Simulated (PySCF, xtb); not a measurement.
CH₇NSi₂, SMILES C1N[SiH2][SiH2]1. Atoms are numbered in the order given.

```xyz
11

C     -1.2477    -0.7647     0.0000
N     -1.1361     0.7023     0.0000
Si     0.5416     1.1898     0.0000
Si     0.6504    -1.1501     0.0000
H     -1.7671    -1.1659    -0.8914
H     -1.7671    -1.1659     0.8914
H     -1.9886     1.2542     0.0000
H      1.0003     1.9675     1.1961
H      1.0003     1.9675    -1.1961
H      1.1366    -1.8704     1.2130
H      1.1366    -1.8704    -1.2130
```

Geometry optimised at B3LYP-D3(BJ)/def2-SVP. This is a generated structure with no PubChem entry under its InChIKey; it may be hypothetical.

Level of theory: C-PCM-B3LYP/def2-SVP in PySCF.

The values are the electrostatic part of the solvation free energy, E(continuum) − E(gas) at the gas-phase geometry, in a cavity of scaled van der Waals radii (PySCF's table); cavitation and dispersion terms are not included. In vacuum the orbital gap is 6.37 eV. The dipole moment in vacuum is 0.90 D.

Computed values in water (ε = 78.36), 2-propanol (ε = 19.26), acetonitrile (ε = 35.69):
```csv
solvent,ε,ΔG(elec) (kcal/mol),dipole (D),gap (eV)
water,78.36,-1.4,1.19,6.37
2-propanol,19.26,-1.3,1.18,6.37
acetonitrile,35.69,-1.4,1.19,6.37
```

For comparison, GFN2-xTB/ALPB(water) (xtb, at the GFN2-xTB geometry, all terms of that model) gives 0.1 kcal/mol.
